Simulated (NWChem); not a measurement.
System: CH3CdF; SMILES [CH3][Cd][F]

```xyz
6

Cd    -0.4818     0.2048     0.0002
F     -0.0523     2.0935     0.0003
C     -0.9437    -1.8244     0.0002
H     -0.0220    -2.4194    -0.0650
H     -1.5845    -2.0642    -0.8599
H     -1.4744    -2.0893     0.9255
```
Atoms are numbered in this order, from 1.

Structure relaxed at the PBE0/def2-SVP level. def2 effective core potentials on Cd; no spin-orbit coupling.

### Question
List the 4 lowest vertical singlet excitations from PBE/def2-SVP with def2 effective core potentials on Cd, full TDDFT (NWChem).

### Answer
| state | energy (eV) | oscillator strength | leading excitation (squared amplitude) |
|---|---|---|---|
| S1 | 5.75 | 0.014 | HOMO → LUMO (1.00) |
| S2 | 5.75 | 0.014 | HOMO−1 → LUMO (1.00) |
| S3 | 6.33 | 0.000 | HOMO → LUMO+1 (0.50) |
| S4 | 6.41 | 0.000 | HOMO−1 → LUMO+2 (0.50) |
